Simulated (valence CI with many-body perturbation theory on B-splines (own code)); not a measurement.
## Yb⁶⁴⁺: calculated level list

Computed by configuration interaction combined with many-body perturbation theory (CI+MBPT): four valence electrons over a frozen Dirac-Fock core [He], a basis of 11 s, 11 p, 10 d, 8 f, 5 g, 2 h functions for each j, with the one-electron correlation potential Σ1 (screened to all orders), the two-electron term Σ2, the three-electron term Σ3, Breit, model QED; selected single and double excitations, second order for the rest, scaled by the run's own slope (own B-spline code, finite nucleus).

No measured spectrum was set against this ion. As an estimate, large intervals hold to a few tenths of a per cent, small ones and those within an open d or f shell to about a per cent. Among the levels kept, up to 1100 cm⁻¹ of a level comes from second order outside the variational space, and about a tenth of that is noise between levels of different J, which matters for small intervals.

Levels 46 to 90 of 211, with energies above the lowest level, (2s^2 2p1/2^2) J=0. "Leading %" is the weight of the configuration and term that name the level; weights of strongly mixed levels are sums over their largest components and can fall short. In the jj column 3d3/2^4 stands for four electrons in 3d with j = 3/2. Lifetimes count E1, E2, E3, M1 and M2 decay at the calculated energies, and are blank where another channel may lead or the interval is too uncertain; long ones can be off by a factor of two.

| No. | Configuration | Term | J | E (eV) | Leading % | Leading jj | Lifetime | Second component |
| --- | --- | --- | --- | --- | --- | --- | --- | --- |
| 46 | 2s2p²3s | ³P | 1 | 10472 | 66 | 2s 2p1/2 2p3/2 3s (98 %) | 4.25 fs | 20 % 2s2p²3s ⁵P |
| 47 | 2s2p²3s | ³D | 3 | 10483 | 62 | 2s 2p1/2 2p3/2 3s (99 %) | 7.71 fs | 37 % 2s2p²3s ⁵P |
| 48 | 2s2p²3s | ³P | 2 | 10507 | 38 | 2s 2p1/2 2p3/2 3s (99 %) | 4.36 fs | 36 % 2s2p²3s ³D |
| 49 | 2s2p²3p | ⁵P° | 1 | 10530 | 39 | 2s 2p1/2 2p3/2 3p1/2 (100 %) | 7.12 fs | 31 % 2s2p²3p ⁵D° |
| 50 | 2s2p²3p | ⁵D° | 2 | 10541 | 46 | 2s 2p1/2 2p3/2 3p1/2 (100 %) | 3.70 fs | 19 % 2s2p²3p ³D° |
| 51 | 2s2p²3s | ³P | 0 | 10558 | 99 | 2s 2p1/2 2p3/2 3s (98 %) | 3.86 fs |  |
| 52 | 2s2p²3s | ¹P | 1 | 10559 | 45 | 2s 2p1/2 2p3/2 3s (98 %) | 4.00 fs | 43 % 2s2p²3s ³D |
| 53 | 2s2p²3s | ³P | 1 | 10565 | 72 | 2s 2p1/2 2p3/2 3s (99 %) | 9.04 fs | 16 % 2s2p²3s ³D |
| 54 | 2s2p²3s | ¹D | 2 | 10568 | 39 | 2s 2p1/2 2p3/2 3s (99 %) | 7.83 fs | 34 % 2s2p²3s ³P |
| 55 | 2s2p²3p | ³D° | 3 | 10571 | 33 | 2s 2p1/2 2p3/2 3p1/2 (100 %) | 2.53 fs | 28 % 2s2p²3p ³F° |
| 56 | 2s2p²3p | ³P° | 2 | 10606 | 43 | 2s 2p1/2 2p3/2 3p1/2 (99 %) | 4.14 fs | 17 % 2s2p²3p ³D° |
| 57 | 2s2p²3p | ³P° | 0 | 10636 | 49 | 2s 2p1/2 2p3/2 3p1/2 (99 %) | 2.46 fs | 26 % 2s2p²3p ⁵D° |
| 58 | 2s2p²3p | ³D° | 1 | 10638 | 59 | 2s 2p1/2 2p3/2 3p1/2 (99 %) | 2.65 fs | 15 % 2s2p²3p ³P° |
| 59 | 2s2p²3p | ³F° | 2 | 10640 | 45 | 2s 2p1/2 2p3/2 3p1/2 (99 %) | 3.83 fs | 23 % 2s2p²3p ¹D° |
| 60 | 2s²2p3p | ³D | 3 | 10679 | 98 | 2s^2 2p3/2 3p3/2 (98 %) | 115 fs |  |
| 61 | 2s²2p3p | ¹P | 1 | 10679 | 53 | 2s^2 2p3/2 3p3/2 (97 %) | 71.0 fs | 37 % 2s²2p3p ³S |
| 62 | 2s2p²3p | ³D° | 1 | 10685 | 29 | 2s 2p1/2 2p3/2 3p1/2 (99 %) | 4.02 fs | 28 % 2s2p²3p ¹P° |
| 63 | 2s²2p3p | ³P | 2 | 10708 | 64 | 2s^2 2p3/2 3p3/2 (98 %) | 94.4 fs | 34 % 2s²2p3p ¹D |
| 64 | 2s²2p3p | ¹S | 0 | 10733 | 66 | 2s^2 2p3/2 3p3/2 (98 %) | 81.4 fs | 32 % 2s²2p3p ³P |
| 65 | 2s²2p3d | ³D° | 2 | 10764 | 49 | 2s^2 2p3/2 3d3/2 (97 %) | 828 as | 25 % 2s²2p3d ¹D° |
| 66 | 2s²2p3d | ³F° | 3 | 10772 | 53 | 2s^2 2p3/2 3d3/2 (97 %) | 885 as | 32 % 2s²2p3d ¹F° |
| 67 | 2s²2p3d | ³P° | 1 | 10776 | 56 | 2s^2 2p3/2 3d3/2 (98 %) | 691 as | 37 % 2s²2p3d ³D° |
| 68 | 2s²2p3d | ³P° | 0 | 10779 | 98 | 2s^2 2p3/2 3d3/2 (98 %) | 896 as |  |
| 69 | 2p³3s | ³P° | 2 | 10822 | 44 | 2p1/2^2 2p3/2 3s (92 %) | 8.32 fs | 22 % 2p³3s ⁵S° |
| 70 | 2p³3s | ¹P° | 1 | 10829 | 28 | 2p1/2^2 2p3/2 3s (88 %) | 4.27 fs | 24 % 2p³3s ³D° |
| 71 | 2s²2p3d | ³F° | 4 | 10838 | 96 | 2s^2 2p3/2 3d5/2 (96 %) | 4.99 ps |  |
| 72 | 2s²2p3d | ³P° | 2 | 10851 | 44 | 2s^2 2p3/2 3d5/2 (96 %) | 1.10 fs | 39 % 2s²2p3d ¹D° |
| 73 | 2s2p²3p | ⁵D° | 3 | 10857 | 48 | 2s 2p1/2 2p3/2 3p3/2 (93 %) | 5.89 fs | 29 % 2s2p²3p ⁵P° |
| 74 | 2s²2p3d | ³D° | 3 | 10868 | 58 | 2s^2 2p3/2 3d5/2 (89 %) | 526 as | 32 % 2s²2p3d ¹F° |
| 75 | 2s2p²3p | ³P° | 1 | 10869 | 26 | 2s 2p1/2 2p3/2 3p3/2 (92 %) | 3.11 fs | 24 % 2s2p²3p ⁵P° |
| 76 | 2s²2p3d | ¹P° | 1 | 10880 | 59 | 2s^2 2p3/2 3d5/2 (94 %) | 758 as | 24 % 2s²2p3d ³P° |
| 77 | 2s2p²3p | ³D° | 2 | 10884 | 45 | 2s 2p1/2 2p3/2 3p3/2 (96 %) | 3.60 fs | 16 % 2s2p²3p ⁵P° |
| 78 | 2s2p²3p | ³P° | 0 | 10896 | 80 | 2s 2p1/2 2p3/2 3p3/2 (100 %) | 2.24 fs | 14 % 2s2p²3p ⁵D° |
| 79 | 2s2p²3p | ³F° | 4 | 10898 | 60 | 2s 2p1/2 2p3/2 3p3/2 (97 %) | 376 fs | 37 % 2s2p²3p ⁵D° |
| 80 | 2p³3p | ³P | 1 | 10905 | 30 | 2p1/2^2 2p3/2 3p1/2 (94 %) | 1.12 fs | 19 % 2p³3p ⁵P |
| 81 | 2p³3p | ³D | 2 | 10906 | 24 | 2p1/2^2 2p3/2 3p1/2 (94 %) | 1.14 fs | 19 % 2p³3p ³P |
| 82 | 2s2p²3p | ³P° | 2 | 10912 | 50 | 2s 2p1/2 2p3/2 3p3/2 (96 %) | 4.41 fs | 18 % 2s2p²3p ¹D° |
| 83 | 2s2p²3p | ³D° | 3 | 10922 | 53 | 2s 2p1/2 2p3/2 3p3/2 (98 %) | 3.66 fs | 26 % 2s2p²3p ¹F° |
| 84 | 2s2p²3p | ¹P° | 1 | 10927 | 38 | 2s 2p1/2 2p3/2 3p3/2 (94 %) | 2.30 fs | 15 % 2s2p²3p ³S° |
| 85 | 2s2p²3d | ⁵F | 2 | 10936 | 43 | 2s 2p1/2 2p3/2 3d3/2 (97 %) | 3.07 fs | 16 % 2s2p²3d ³P |
| 86 | 2s2p²3d | ⁵D | 1 | 10938 | 49 | 2s 2p1/2 2p3/2 3d3/2 (98 %) | 3.62 fs | 21 % 2s2p²3d ⁵F |
| 87 | 2s2p²3d | ⁵D | 0 | 10939 | 83 | 2s 2p1/2 2p3/2 3d3/2 (100 %) | 10.9 fs | 16 % 2s2p²3d ³P |
| 88 | 2s2p²3d | ⁵F | 3 | 10945 | 50 | 2s 2p1/2 2p3/2 3d3/2 (98 %) | 2.68 fs | 17 % 2s2p²3d ³F |
| 89 | 2s2p²3p | ³D° | 2 | 10972 | 37 | 2s 2p1/2 2p3/2 3p3/2 (98 %) | 4.02 fs | 25 % 2s2p²3p ³P° |
| 90 | 2s2p²3p | ³D° | 3 | 10974 | 46 | 2s 2p1/2 2p3/2 3p3/2 (99 %) | 5.28 fs | 34 % 2s2p²3p ³F° |
